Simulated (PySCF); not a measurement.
Computed structure and properties of [YbCl3(H2O)]−

System: [YbCl3(H2O)]− (singlet in the valence; each metal's 4f electrons, 14 of them, lie in its core potential, out of spins and levels); start: displaced along the imaginary mode (C1). Method: PySCF 2.14.0, RKS PBE0, Yb lcecp-0-SVP with ECP60, Cl def2-SVP, O def2-SVP, H def2-SVP; non-relativistic Hamiltonian with scalar-relativistic core potentials where named; density fitting; no spin-orbit coupling.

Input of the relaxation:

```python
mol = gto.M(atom='''
Yb     0.11796    -0.02643     0.02602
Cl     1.33408     1.74397     1.57277
Cl    -2.41204    -0.72285     0.71458
Cl     1.33512    -1.57430    -1.74122
O     -1.58306     1.34836    -1.35377
H     -2.00180     1.83601    -0.58926
H     -2.15598     0.52011    -1.36543''',
    basis={'Yb': 'lcecp-0-SVP', 'Cl': 'def2-SVP', 'O': 'def2-SVP', 'H': 'def2-SVP'},
    ecp={'Yb': 'lcecp-0-SVP'},
    charge=-1, spin=0)
mf = dft.RKS(mol, xc='PBE0')
mf.grids.atom_grid = (50, 194)  # f atoms: unpruned, at least (60, 302)
mf = mf.density_fit()  # fitting sets: Yb AutoAux, Cl def2-universal-JKFIT, O def2-universal-JKFIT, H def2-universal-JKFIT
mf.conv_tol = 1e-08; mf.max_cycle = 55
mf.kernel(dm0)  # dm0: converged density of the start geometry
# quasi-Newton relaxation in Cartesian coordinates to a largest gradient under 0.00045 Eh/bohr, steps kept in the point group
```

Run from Python with OMP_NUM_THREADS=2; the lines above give its settings. Where DIIS fails, smearing, a level shift and second-order steps follow.
It took 2.6 min on 2 threads of Arm Neoverse V1, with other jobs on the host, from the converged density of the start.

Course of the relaxation:

```tsv
step	energy above end (eV)	largest force component within the symmetry (eV/Å)
0	0.2703	1.228
1	0.2180	0.281
2	0.2063	0.145
3	0.1961	0.435
4	0.1864	0.632
5	0.1636	0.671
6	0.1248	0.379
7	0.1049	0.433
23	0.0013	0.102
24	0.0009	0.057
25	0.0006	0.026
26	0.0003	0.049
27	0.0001	0.040
28	0.0000	0.016
```
(The steps between are left out.)

Relaxed geometry (Cs):

```xyz
7

Yb   -0.0083   -0.3112   -0.3200
Cl    0.5770    1.9812    0.9714
Cl   -2.4579   -1.1212    0.4498
Cl    1.7611   -1.8255   -1.5741
O    -1.6510    1.4403   -1.1416
H    -1.2554    2.0296   -0.4674
H    -2.3312    0.9316   -0.6544
```

```csv
contact,Å
Yb1–Cl2 (Cl),2.695
Yb1–Cl3 (Cl),2.692
Yb1–Cl4 (Cl),2.645
Yb1–O5 (H2O),2.538
```

On the finer grid (75, 302):

```
HOMO                                                          : not given (4f levels lie in the core)
LUMO                                                          : not given (4f levels lie in the core)
Dipole about the centre of mass                               : 1.18 D
Set of Mulliken populations of Yb1 outside the core potential : s 2.29, p 6.36, d 0.89, f 0.01
D3(BJ) dispersion energy (not in the energies)                : -0.179 eV
```

| atom | Mulliken (e) | Löwdin (e) | spin (e) |
| --- | --- | --- | --- |
| Yb1 | 0.45 | -0.18 | 0.00 |
| Cl2 | -0.52 | -0.29 | 0.00 |
| Cl3 | -0.52 | -0.29 | 0.00 |
| Cl4 | -0.49 | -0.28 | 0.00 |
| O5 | -0.32 | -0.09 | 0.00 |
| H6 | 0.20 | 0.07 | 0.00 |
| H7 | 0.20 | 0.07 | 0.00 |

The 4f levels lie in the core potential and are missing.

On the grid (50, 194), as all that follows. Harmonic modes: a minimum within the noise of the softest modes; lowest 55 cm⁻¹ (negative: unstable), highest 3663 cm⁻¹, zero-point energy 0.761 eV.

Taking off one Cl (charge -1, singlet; the rest: singlet) in vacuum, both parts rigid, costs 4.37 eV; the small basis without counterpoise inflates it.

Rigid scan of Cl along the line from its metal:

(distance to Cl2 (Å), energy (eV)): (2.40, 0.405), (2.50, 0.157), (2.60, 0.034), (2.70, 0.000), (2.80, 0.028), (2.90, 0.099), (3.10, 0.320), (3.40, 0.738), (3.80, 1.312), (4.30, 1.950)

Taking off one H2O (charge 0, singlet; the rest: singlet) in vacuum, both parts rigid, costs 1.18 eV; the small basis without counterpoise inflates it.

Rigid scan of H2O along the line from its metal:

```tsv
distance to O5 (Å)	energy (eV)
2.24	0.273
2.34	0.104
2.44	0.022
2.54	0.000
2.64	0.017
2.74	0.059
2.94	0.179
3.24	0.380
3.64	0.609
4.14	0.813
```

One start shape was tried, so this needn't be the lowest isomer.

An lcecp potential fixes the number of 4f electrons, so in runs with it no electron can move into or out of that shell.
